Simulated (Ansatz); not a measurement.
Program: Ansatz. Geometries: PBE0-D4/def2-TZVP. ΔE: electronic, gas phase. CBS: MP2 limit from def2 TZ/QZ plus the TZ coupled-cluster correction, frozen cores. This one scheme is used for every species. Functionals use def2-TZVPP. HSE06 is defined as in plane-wave codes. For Br outer-core shells are correlated without core-valence functions, which leaves a few kJ/mol of doubt a bond. Scalar relativity is left out up to krypton. Each species was taken in one conformer, which may not be the lowest.

`BO[SiH2]Br` + H₂ → `BO[SiH3]` + HBr  (hydrogenolysis of the Si–Br bond)

| level | ΔE (kcal/mol) |
| --- | --- |
| PBE-D4 | 19.3 |
| revPBE-D4 | 19.9 |
| PBE0-D4 | 19.2 |
| r2SCAN0-D4 | 20.0 |
| HSE06-D4 | 19.2 |
| B2PLYP | 18.0 |
| PBE-QIDH | 19.3 |
| RPA@PBE/def2-TZVPP | 16.4 |

(1) What does CCSD(T)/CBS give? (Best estimate.)

Largest T1 diagnostic among the species: 0.013.

Answers

(1) Ansatz gave: +19.7 kcal/mol. The listed levels differ from it by -0.4, 0.2, -0.5, 0.3, -0.5, -1.7, -0.4, -3.3 kcal/mol.

The D4 term adds +2.0 kcal/mol with B3LYP and +1.1 kcal/mol with PBE0; it sums over pairs of atoms, weighted by their polarisabilities, and B3LYP, whose exchange is more repulsive, gets the larger term. In def2-TZVPP, CCSD(T) changes the Hartree–Fock value by +2.3 kcal/mol (the triples alone add +0.8 kcal/mol) and MP2 by +4.8 kcal/mol. At CCSD(T), def2-SVP lies −5.8 kcal/mol from the extrapolated value and def2-TZVPP −1.8 kcal/mol.

B3LYP here is the variant with VWN-RPA as its local correlation; programs differ in this.
